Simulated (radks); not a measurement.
Values are calculated unless marked as measured or tabulated.
Species: Ni25+. Configuration: [He] 2s1. Level of theory: scalar-relativistic Kohn-Sham, RPBE, spin-polarised, spherical densities, finite nucleus; open shells are filled with parallel spins first; Fermi nuclear charge, rms radius 3.7757 fm (a radial shooting solver on a logarithmic mesh with Libxc functionals).

Unscreened Slater integrals over Kohn-Sham orbitals (hartree). They are taken over the spin-up orbitals. Empty in this configuration: 2p.

| integral | value |
|---|---|
| F0(2s,2s) | 4.0820 |
| F0(2s,1s) | 5.7090 |
| G0(2s,1s) | 0.58119 |
| F0(2s,2p) | 4.3602 |
| G1(2s,2p) | 2.4342 |
| F0(1s,1s) | 17.518 |
| F0(1s,2p) | 6.4714 |
| G1(1s,2p) | 1.2689 |
| F0(2p,2p) | 4.8102 |
| F2(2p,2p) | 2.3159 |
